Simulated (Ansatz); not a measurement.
`B[SiH2]OC` + `FC([SiH3])S` → `BSC(F)[SiH3]` + `CO[SiH3]` at 600 K and 1 bar (cleavage of the B–Si bond).

Gas-phase electronic energies from Ansatz, PBE0-D4/def2-TZVP geometries. CCSD(T)/CBS is the MP2 limit (def2-TZVPP, def2-QZVPP) plus CCSD(T) − MP2 in def2-TZVPP, frozen cores. One conformer a species, not always the lowest.

| species | CCSD(T)/CBS energy (Eh) | H − E (kJ/mol) | S (J/(mol·K)) |
| --- | --- | --- | --- |
| `B[SiH2]OC` | -431.29232 | 268.2 | 429.9 |
| `FC([SiH3])S` | -827.68200 | 196.6 | 405.2 |
| `BSC(F)[SiH3]` | -853.08988 | 243.7 | 461.9 |
| `CO[SiH3]` | -405.93001 | 222.4 | 366.2 |

H − E and S are ideal-gas, rigid-rotor, harmonic terms from PBE0-D4/def2-TZVP, for one conformer and one mirror image of each species. 1 Eh = 2625.50 kJ/mol, R = 8.31446 J/(mol·K).

By hand: ΔE, ΔH, ΔS and ΔG.

ΔE = (-853.08988) + (-405.93001) − (-431.29232) − (-827.68200) = -0.04557 Eh = -119.6 kJ/mol. Δ(H − E) = 243.7 + 222.4 − 268.2 − 196.6 = 1.3, so ΔH = -118.3 kJ/mol. ΔS = 461.9 + 366.2 − 429.9 − 405.2 = -7.0 J/(mol·K). ΔG = -118.3 − 600 × (-7.0)/1000 = -114.1 kJ/mol.

By hand: the equilibrium constant, and the temperature at which ΔG would vanish if ΔH and ΔS stayed fixed.

log₁₀ K = −ΔG/(RT ln 10) = 9.9. ΔG = 0 at ΔH/ΔS = 16900 K, far beyond where these terms or the molecules hold.

The number of gas molecules stays the same, so ΔS is small and ΔH decides. A doubt of 5 kJ/mol in ΔE shifts log₁₀ K by 0.4 here. Other conformers and mirror images would add mixing entropy, several J/(mol·K) or more a flexible species. Modes under 60 cm⁻¹, often nearly free rotors, make the harmonic entropy too high. These are equilibria of isolated gas molecules and say nothing of rates. Largest T1 diagnostic: 0.014 (customary marks: 0.02 for closed shells, 0.045 for open ones).
